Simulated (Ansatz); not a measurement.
Reactions of `C[Se][Sn]([CH3])([F])[Cl]`.

Computed with Ansatz on PBE0-D4/def2-TZVP structures; ΔE is electronic, products minus reactants. CBS: MP2 limit from def2 TZ/QZ plus the TZ coupled-cluster correction, frozen cores. This one scheme is used for every species, atoms too. DFT in def2-TZVPP. No spin–orbit coupling; open shells (•) take unrestricted orbitals. Spin–orbit coupling would lower the free atoms: a little for C, Cl, F; clearly for Se; strongly for Sn. Elements past krypton have def2 core potentials. For Hf, Se, Sn outer-core shells are correlated without core-valence functions, so the limit isn't a true one: a few kJ/mol of doubt a bond, and 10 to 20 or more in all where bonds break to atoms. Scalar relativity is left out up to krypton. One conformer a species, not always the lowest.

| reaction | PBE0-D4 (kJ/mol) | CCSD/CBS(def2) (kJ/mol) | PBE-D4 (kJ/mol) | CCSD(T)/CBS(def2) (kJ/mol) |
| --- | --- | --- | --- | --- |
| `C[Se][Sn]([CH3])([F])[Cl]` + `[OH][SnH2][Cl]` → `C[Se][SnH2][Cl]` + `[CH3][Sn]([OH])([F])[Cl]` | -2 | -2 | 0 | -2 |
| `C[Se][Sn]([CH3])([F])[Cl]` + CH₄ → `[CH3][Sn]([CH3])([F])[Cl]` + `C[SeH]` | 99 | 95 | 100 | 97 |
| `C[Se][Sn]([CH3])([F])[Cl]` + H₂O → `[CH3][Sn]([OH])([F])[Cl]` + `C[SeH]` | 64 | 60 | 61 | 62 |
| `C[Se][Sn]([CH3])([F])[Cl]` + `[CH3][SnH2][Cl]` → `[CH3][Sn]([CH3])([F])[Cl]` + `C[Se][SnH2][Cl]` | -1 | -3 | 0 | -2 |
| `C[Se][Sn]([CH3])([F])[Cl]` + `CO[SiH2]F` → `CO[SiH2][Se]C` + `[CH3][Sn]([F])([F])[Cl]` | 110 | 120 | 103 | 117 |
| `C[Se][Sn]([CH3])([F])[Cl]` + `FB(F)Cl` → `C[Se]B(F)Cl` + `[CH3][Sn]([F])([F])[Cl]` | 106 | 106 | 97 | 103 |
| `C[Se][Sn]([CH3])([F])[Cl]` → `[F][Sn][Cl]` + `C[Se]C` | 83 | 86 | 67 | 91 |
| `C[Se][Sn]([CH3])([F])[Cl]` + `F[SiH2]Cl` → `C[Se][SiH2]Cl` + `[CH3][Sn]([F])([F])[Cl]` | 98 | 107 | 92 | 105 |
| `C[Se][Sn]([CH3])([F])[Cl]` + `[F][Hf]([Cl])([Cl])[Cl]` → `C[Se][Hf]([Cl])([Cl])[Cl]` + `[CH3][Sn]([F])([F])[Cl]` | 113 | 110 | 113 | 106 |
| `C[Se][Sn]([CH3])([F])[Cl]` → 2 C• + Cl• + F• + 6 H• + Se• + Sn• | 4121 | 4084 | 4194 | 4155 |

Largest T1 diagnostic: 0.016, for `[F][Sn][Cl]`.
